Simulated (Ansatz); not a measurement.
FH9O3Si3Ti (`[F][Ti]([O][SiH3])([O][SiH3])[O][SiH3]`) at its PBE0-D4/def2-TZVP geometry, where that method's forces vanish. The species carries charge 0 and has multiplicity 1.

```
atom    x (Å)    y (Å)    z (Å)
  F1   0.9834  -1.9652   1.8021
 Ti2   0.3727  -0.7476   0.6815
  O3  -1.3875  -0.5758   0.8821
 Si4  -3.0002  -0.2708   0.9049
  O5   0.7268  -1.2401  -0.9919
 Si6   0.9639  -1.4942  -2.5961
  O7   1.1550   0.8169   1.0099
 Si8   1.7494   2.3390   1.1662
  H9  -3.2218   1.1903   1.0542
 H10  -3.6062  -0.7373  -0.3683
 H11  -3.6180  -0.9898   2.0467
 H12  -0.3401  -1.4205  -3.3033
 H13   1.5660  -2.8359  -2.7952
 H14   1.8770  -0.4511  -3.1290
 H15   2.8130   2.3450   2.2011
 H16   2.3139   2.7816  -0.1343
 H17   0.6525   3.2556   1.5692
```

Q: For each bond, give half the difference of the two atoms' forces along it (eV/Å; positive pushes the atoms apart) under PBE-D4, r2SCAN-D4, B3LYP-D4, ωB97M-V in def2-TZVPP. (An estimate is asked.)

A: The calculation gave: 
| bond | length (Å) | PBE-D4 | r2SCAN-D4 | B3LYP-D4 | ωB97M-V |
| --- | --- | --- | --- | --- | --- |
| F1–Ti2 | 1.764 | 0.28 | 0.07 | 0.22 | 0.06 |
| Ti2–O3 | 1.780 | 0.08 | 0.19 | 0.11 | 0.01 |
| Ti2–O5 | 1.780 | 0.08 | 0.18 | 0.11 | 0.01 |
| Ti2–O7 | 1.780 | 0.08 | 0.19 | 0.11 | 0.01 |
| O3–Si4 | 1.641 | 0.08 | -0.14 | -0.01 | 0.15 |
| Si4–H9 | 1.485 | 0.03 | -0.02 | -0.08 | -0.14 |
| Si4–H10 | 1.485 | 0.03 | -0.03 | -0.08 | -0.14 |
| Si4–H11 | 1.484 | 0.04 | -0.02 | -0.08 | -0.15 |
| O5–Si6 | 1.641 | 0.08 | -0.14 | -0.01 | 0.15 |
| Si6–H12 | 1.485 | 0.03 | -0.02 | -0.08 | -0.14 |
| Si6–H13 | 1.484 | 0.04 | -0.02 | -0.08 | -0.15 |
| Si6–H14 | 1.485 | 0.03 | -0.03 | -0.08 | -0.14 |
| O7–Si8 | 1.642 | 0.07 | -0.14 | -0.02 | 0.15 |
| Si8–H16 | 1.485 | 0.03 | -0.02 | -0.08 | -0.14 |

B3LYP here is the variant with VWN-RPA as its local correlation; programs differ in this.

All numbers were calculated with Ansatz.
